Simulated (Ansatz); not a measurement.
ClFS2W, SMILES `[F][W](=[S])(=[S])[Cl]` at its PBE0-D4/def2-TZVP geometry, where that method's forces vanish. The species carries charge 0 and has multiplicity 1. W: def2 effective core potential.

```xyz
5

F    -0.9048   -1.6667    0.3392
W    -0.0413   -0.0719    0.0136
S     0.0975    0.2320   -2.0704
S    -1.1728    1.5119    0.8299
Cl    2.0214   -0.0053    0.8878
```

(1) What forces (eV/Å) does PBE-D4/def2-TZVPP give on these atoms in the Gaussian-basis code of Ansatz? (Best estimate.)

Results:

(1) Computed: 
```
F1  -0.272 -0.440  0.075
W2   0.371 -0.263  0.279
S3   0.037  0.113 -0.742
S4  -0.410  0.564  0.280
Cl5  0.274  0.027  0.108
```
